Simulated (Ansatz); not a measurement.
A structure relaxed at r2SCAN-D4/def2-SVP in Ansatz, charge 0, singlet:

```xyz
6

B    -0.047   -0.607   -0.602
B     0.089    1.140   -0.606
B    -1.167    0.553    0.085
As    1.776    0.066   -0.951
As   -1.288   -1.367    0.733
As    0.636    0.215    1.341
```

Problem. Give its formula and point group.

Solution. the cluster B3As3 (the lowest singlet isomer of a short search). Point group Cs (tolerance 0.1 Å).

Problem. Summarise the bond lengths by kind (pairs closer than 1.2 times the sum of covalent radii, bridged metal pairs left out).

Solution. 7 × As–B 1.97 to 2.22 Å; 3 × B–B 1.55 to 1.75 Å; 2 × As–As 2.56 Å.

The structure comes from a short search, and lower isomers may exist.
